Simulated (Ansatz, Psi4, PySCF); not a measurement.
Species: H$_{3}$SiO$_{3}$, charge 0, multiplicity 2. SMILES: [SiH]([O])(O)O
Geometry from a B3LYP-D3(BJ)/def2-TZVP (Ansatz, a quantum-chemistry and plane-wave program) optimisation:
```xyz
7

O     -0.6455     1.3335    -0.7219
Si    -0.0450     0.1448     0.2714
O      1.5193    -0.0804    -0.1559
O     -0.8702    -1.2691     0.2661
H     -0.2473     0.7375     1.6065
H      1.9211    -0.9282     0.0511
H     -1.0718    -1.7078    -0.5643
```
Charge 0, spin multiplicity 2.

Quantity: enthalpy of formation at 298 K, in kcal/mol. Conventions: dispersion terms only where a functional's name holds one; frozen cores in correlated levels; open shells spin-unrestricted; spin-orbit terms left out; six Cartesian d functions in 6-31G* and its kin unless marked 5d; LANL2DZ with its own core potentials from Na on; non-relativistic; 6-311+G** with 5d, 6d on Na to Ar in Ansatz. First-principles rows: single points at B3LYP-D3(BJ) geometries (Ansatz), with unscaled harmonic terms from B3LYP/6-31G* (Ansatz) at its own minima, enthalpies of formation by atomisation with measured atoms.

```csv
level,program,enthalpy of formation at 298 K (kcal/mol)
HF/LANL2DZ,Ansatz,133.1
SVWN5/6-31G*,Ansatz,-241.3
PBE/3-21G,Ansatz,-106.7
PBE/6-31G*,Ansatz,-149.2
PBE/def2-SVP,Ansatz,-155.9
PBE/6-311+G**,Ansatz,-150.3
BLYP/6-31G*,Ansatz,-138.5
BP86/def2-SVP,PySCF,-161.8
B3LYP/6-31G*,Ansatz,-133.5
B3LYP/def2-SVP,Ansatz,-140.6
wB97X-D/6-31G*,Psi4,-137.5
MP2/3-21G,Ansatz,-13.0
MP2/6-31G*,Ansatz,-100.9
B3PW91/6-31G* (5d),PySCF,-129.4
B3LYP-D3(BJ)/def2-TZVPD,Ansatz + dftd3,-158.7
wB97X-V/def2-TZVPD,Ansatz,-163.3
```

No value to compare with is used here. The 14 habitual levels span -241.3 (SVWN5/6-31G*) to 133.1 kcal/mol (HF/LANL2DZ); B3LYP-D3(BJ)/def2-TZVPD gives -158.7.

The levels are drawn from those run, B3LYP/6-31G* more often than the rest, none by its result; left out are runs that failed, that the program found above a lower state of the same kind, or whose <S^2> lies over 0.5 above the pure value.
